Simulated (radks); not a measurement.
Question: The mean radii <r> (bohr) of the occupied orbitals of an atom or ion are listed with their occupations. All-electron calculation, scalar-relativistic Kohn-Sham, LDA (Slater exchange, Perdew-Wang correlation), spin-polarised, spherical densities, finite nucleus; Fermi nuclear charge, rms radius of each element as measured or else 0.836 A^(1/3) + 0.57 fm. Program: a radial shooting solver on a logarithmic mesh with Libxc functionals.

| orbital | occ. | <r> |
|---|---|---|
| 1s down | 1 | 0.02365 |
| 1s up | 1 | 0.02365 |
| 2s up | 1 | 0.1011 |
| 2s down | 1 | 0.1011 |
| 2p up | 3 | 0.08883 |
| 2p down | 3 | 0.08883 |
| 3s up | 1 | 0.2667 |
| 3s down | 1 | 0.2666 |
| 3p up | 3 | 0.2648 |
| 3p down | 3 | 0.2647 |
| 3d up | 5 | 0.2420 |
| 3d down | 5 | 0.2418 |
| 4s up | 1 | 0.6068 |
| 4s down | 1 | 0.6067 |
| 4p up | 3 | 0.6421 |
| 4p down | 3 | 0.6420 |
| 4d up | 5 | 0.7035 |
| 4d down | 5 | 0.7040 |
| 5s up | 1 | 1.429 |
| 5s down | 1 | 1.440 |
| 5p up | 3 | 1.637 |
| 5p down | 3 | 1.653 |
| 4f up | 3 | 0.9632 |

Name the element and its charge. Open shells, if any, are filled with parallel spins first.

Answer: Z = 60, neodymium, charge +3: Nd3+ in [Xe] 4f3. The 1s radius gives Z: for a bare nucleus <r> = (2 gamma + 1)/(2Z) with gamma = sqrt(1 - (Z/c)^2), 0.02332 bohr for Z = 60, and screening makes it slightly larger (0.02365 here). The occupations add up to 57, and the charge is Z minus that.
